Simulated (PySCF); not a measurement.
Gas-phase reaction: SnF4 + S = SnS + 4 F

Computed with PySCF (xtb for GFN2) and rigid-rotor harmonic-oscillator thermochemistry at 1 bar. † marks an energy on the PBE0/def2-TZVP geometry and frequencies; other levels use their own. MP2 and CCSD(T) freeze the core. Open shells (unrestricted): S (multiplicity 3, electronic degeneracy 9), F (multiplicity 2, electronic degeneracy 6); the rest are closed-shell singlets. GFN2 has no spin-polarisation term. Spin-orbit splitting is ignored; it lowers the true energy and changes the entropy of S, F. Sn: scalar-relativistic def2 core potential, no spin-orbit coupling. MP2 isn't extrapolated to the basis-set limit; its ΔH°(298 K) is 1222.1 kJ in def2-SVP and 1270.2 kJ in def2-TZVPP. CCSD(T) isn't extrapolated to the basis-set limit; its ΔH°(298 K) is 1105.5 kJ in def2-SVP and 1184.1 kJ in def2-TZVPP. The harmonic model lacks anharmonicity and excited electronic states, which grow with temperature; levels with a mode under 35 cm⁻¹ are left out. Warning, large T1 diagnostic: SnS (CCSD(T)/def2-TZVPP†).

| level | ΔE electronic, kJ | ΔH°(298 K), kJ | ΔS°(298 K), J/K | ΔG°(2000 K), kJ |
|---|---|---|---|---|
| CCSD(T)/def2-TZVPP† | 1194 | 1184 | 390 | 405 |
| GFN2-xTB | 908 | 904 | 352 | 212 |
| MP2/def2-SVP† | 1232 | 1222 | 390 | 443 |
| PBE/def2-TZVP† | 1254 | 1244 | 390 | 465 |
| PBE0/def2-QZVP† | 1196 | 1187 | 390 | 407 |
| ωB97X-V/def2-TZVP† | 1243 | 1233 | 390 | 454 |
ΔH° is lowest at GFN2-xTB and highest at PBE/def2-TZVP†. No reference value is set beside these.
